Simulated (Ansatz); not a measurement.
Computed with Ansatz on PBE0-D4/def2-TZVP structures; ΔE is electronic, products minus reactants. CCSD(T)/CBS adds triple-zeta CCSD(T) − MP2 to the extrapolated MP2 energy (def2 sets, frozen cores). This one scheme is used for every species. Functionals use def2-TZVPP. B3LYP here is the variant with VWN-RPA as its local correlation; programs differ in this.

`F[C@H]1B[C@@H]1Cl` + CH₄ → `C[C@@H]1B[C@H]1Cl` + H–F  (formal exchange of groups at a C–F bond)

`F[C@H]1B[C@@H]1Cl`:

Z-matrix (Å, degrees):
```
C
B 1 1.541
C 1 1.485 2 61.0
F 1 1.365 2 129.8 3 108.8
H 1 1.095 2 110.8 3 -105.4
H 2 1.182 1 153.1 3 -174.1
Cl 3 1.751 1 124.8 2 -126.8
H 3 1.098 1 112.1 2 94.0
```

CH₄:

```xyz
5

C     0.000    0.000    0.000
H     0.034    0.408   -1.010
H    -0.325    0.775    0.694
H     0.992   -0.349    0.284
H    -0.701   -0.833    0.032
```

`C[C@@H]1B[C@H]1Cl`:

Cartesian coordinates in Å:
```
C 1.021 0.615 -0.851
C 0.345 -0.112 0.284
B -0.541 -1.356 0.294
C -1.162 0.026 0.480
Cl -1.848 0.554 2.016
H 1.186 1.667 -0.605
H 0.415 0.574 -1.760
H 1.988 0.162 -1.082
H 0.917 -0.094 1.218
H -0.653 -2.532 0.363
H -1.668 0.496 -0.358
```

H–F:

```xyz
2

F    -0.135   -0.197   -0.393
H     0.135    0.197    0.393
```

| level | ΔE (kcal/mol) | difference from CCSD(T)/CBS |
| --- | --- | --- |
| PBE-D4 | -13.4 | 4.2 |
| PBE0-D4 | -15.0 | 2.6 |
| ωB97X-V | -13.5 | 4.1 |
| ωB97M-V | -14.1 | 3.5 |
| PBE | -12.3 | 5.3 |
| r2SCAN | -12.9 | 4.7 |
| B3LYP | -11.5 | 6.1 |
| HF/def2-TZVPP | -12.4 | 5.2 |
| MP2/def2-TZVPP | -19.2 | -1.6 |
| SCS-MP2/def2-TZVPP | -17.1 | 0.5 |
| CCSD/def2-TZVPP | -16.3 | 1.3 |
| CCSD(T)/def2-TZVPP | -16.5 | 1.1 |
| HF/def2-QZVPP | -12.6 | 5.0 |
| MP2/def2-QZVPP | -19.8 | -2.2 |
| SCS-MP2/def2-QZVPP | -17.8 | -0.2 |
| MP2/CBS(def2) | -20.2 | -2.6 |
| CCSD(T)/CBS | -17.6 | 0 |

Largest T1 diagnostic among the species: 0.011.

In def2-TZVPP, CCSD(T) changes the Hartree–Fock value by −4.1 kcal/mol (the triples alone add −0.3 kcal/mol) and MP2 by −6.8 kcal/mol. From PBE to PBE0 (25 % exact exchange), in def2-TZVPP and without D4, ΔE moves by −1.7 kcal/mol.
